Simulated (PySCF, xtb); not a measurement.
Cl3In, SMILES [In+]([Cl])([Cl])[Cl] (connectivity only; charge and spin as stated), charge +1, multiplicity 2.

Harmonic wavenumbers (cm⁻¹) from GFN2-xTB (xtb) at its own minimum, in rising order: 45, 45, 79, 242, 259, 260.

### Question
What does B3LYP-D3(BJ)/def2-SVP (PySCF 2.14.0) give at its own minimum? (The exact figures need the calculation; the answer reports its results.)

### Answer
55, 75, 154, 241, 324, 436. Paired by order, the mean absolute difference is 59 cm⁻¹ and the zero-point energies are 1.3 and 1.8 kcal/mol.
